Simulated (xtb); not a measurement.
xtb input:

```bash
xtb mol.xyz --gfnff --opt tight --chrg 0 --uhf 0
```
mol.xyz:
```
4

La     0.03573822    -0.30860268     0.08254766
F      2.13136139    -0.78223000     0.06698704
F     -0.94720024    -0.63086990     1.96567731
Cl    -0.74673699     1.78283836    -1.35289388
```

Task: Which total energy does the run end on?

Result: -0.66516 Eh (GFN-FF).
